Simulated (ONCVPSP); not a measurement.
boron (B): excitation energies, all-electron against ONCV

boron (B), optimised norm-conserving Vanderbilt (ONCV), made with ONCVPSP 4.0.1 (BLYP, scalar-relativistic). Core [He], reference 2s1.5 2p1.5. Waves: 2s: rc 1.10 bohr, ncon 4, nbas 7, qcut 6.3 1/bohr, local; 2p: rc 2.65 bohr, ncon 5, nbas 9, qcut 4.8 1/bohr, 2 projectors, debl 2.1 Ha; d scattering state at 0.05 Ha: rc 2.70 bohr, ncon 5, nbas 8, qcut 3 1/bohr, 2 projectors, debl 1.5 Ha. Local part: the s channel. Core correction: Teter function, fcfact 5.25, rcfact 1.45.

Energies are relative to the spin-unpolarised reference configuration 2s1.5 2p1.5; without spin polarisation the order of configurations can differ from experiment.

| valence configuration | charge | ΔE all-electron (eV) | error AE − PS (meV) |
| --- | --- | --- | --- |
| 2s2 2p1 | 0 | -2.887 | -1.7 |
| 2s2 2p0 | +1 | 5.285 | +71 |
| 2s1 2p0 | +2 | 30.635 | +244 |
| 2s2 2p0.5 | +0.5 | -0.030 | +14 |
